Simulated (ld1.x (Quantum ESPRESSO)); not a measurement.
## Ga (Z = 31), ultrasoft: configuration errors across variants

```
Element                 : gallium (Ga)
Generator               : ld1.x (Quantum ESPRESSO) 7.5
Type                    : ultrasoft
Functional              : PBE
Relativity              : scalar-relativistic
Frozen core             : [Ar] 3d10
Valence charge          : 3
Reference configuration : 4s2 4p0.75 (charge +0.25)
Partial waves           : 4s (bound): rcut 1.50, rcutus 1.90 bohr; 4s channel at 0.6 Ry: rcut 1.50, rcutus 1.90 bohr; 4p (bound): rcut 1.65, rcutus 2.15 bohr; 4p channel at 0.7 Ry: rcut 1.65, rcutus 2.15 bohr; 4d channel at 0.2 Ry: rcut 1.80, rcutus 2.05 bohr
Local potential         : all-electron potential smoothed inside 1.90 bohr (lloc = -2)
Core correction         : Bessel-smoothed model core, default radius (core density twice the valence density)
Augmentation charge     : built from norm-conserving waves at rcut, not smoothed further
```

All-electron excitation energies from the reference (eV): (1) 4s2 4p1 -0.825; (2) 4s2 4p0 4.863; (3) 4s1 4p0 25.991; (4) 4s0 4p3 12.546; (5) 4s2 4p1.3 -1.359; (6) 4s1 4p1 12.236; (7) 4s1 4p2 5.713.

The default core radius of the base comes out at 1.55 bohr.

Tests that are not counted but printed errors over 1 eV. “type TM; waves now 4s (bound): rc 1.90 bohr; 4p (bound): rc 2.15 bohr; 4d channel at 0.2 Ry: rc 2.05 bohr; local potential the d channel”: 4s1 4p0 (solver errors, printed error -4.7 eV).

2 further variants failed, have other tests or another functional or relativity, and are left out.

A true bound ghost makes a file unfit for plane-wave use even where its test errors are small: the radial tests pick states by their node count and pass the ghost by. Where a test does run into it, the solver fails or the error is huge.

Errors AE − PS in meV (a dash: test not solved or not reliable):

| change | (1) | (2) | (3) | (4) | (5) | (6) | (7) | bound ghosts |
| --- | --- | --- | --- | --- | --- | --- | --- | --- |
| base | -0.2 | -8.7 | -172 | -63 | -0.8 | -45 | -15 | none |
| type TM; waves now 4s (bound): rc 1.90 bohr; 4p (bound): rc 2.15 bohr; 4d channel at 0.2 Ry: rc 2.05 bohr; local potential the d channel | -0.2 | -7.2 | – | -75 | -0.8 | -46 | -16 | s, p |
| local potential all-electron potential smoothed inside 1.60 bohr (lloc = -2) | -0.2 | -8.7 | -172 | -63 | -0.8 | -45 | -15 | none |
| waves 4s (bound): rcut 1.50, rcutus 2.26 bohr; 4s channel at 0.6 Ry: rcut 1.50, rcutus 2.26 bohr | -0.2 | -8.7 | -171 | -63 | -0.8 | -45 | -15 | none |
| wave 4d channel at 0.2 Ry: rcut 1.80, rcutus 2.05 bohr becomes 4d channel at 0.2 Ry: rcut 1.80, rcutus 1.92 bohr | -0.2 | -8.7 | -172 | -63 | -0.8 | -45 | -15 | none |
| local potential all-electron potential smoothed inside 1.94 bohr (lloc = -2) | -0.2 | -8.7 | -172 | -63 | -0.8 | -45 | -15 | none |
| all radii but the core radius scaled by about 1.34 (s 2.54, p 2.88, d 2.74 bohr, rcut 2.00/2.22/2.42); local potential all-electron potential smoothed inside 2.54 bohr (lloc = -2) | -0.2 | -8.7 | -170 | -72 | -0.8 | -47 | -17 | none |
| core correction none | +0.6 | +7.2 | +59 | +107 | +2.0 | +8.5 | +25 | none |

Question: Give the same row for: wave 4s channel at 0.6 Ry: rcut 1.50, rcutus 1.90 bohr becomes 4s channel at -0.21 Ry: rcut 1.50, rcutus 1.90 bohr.

Answer: -0.2, -8.8, -172, -63, -0.8, -45, -15; bound ghosts: none.
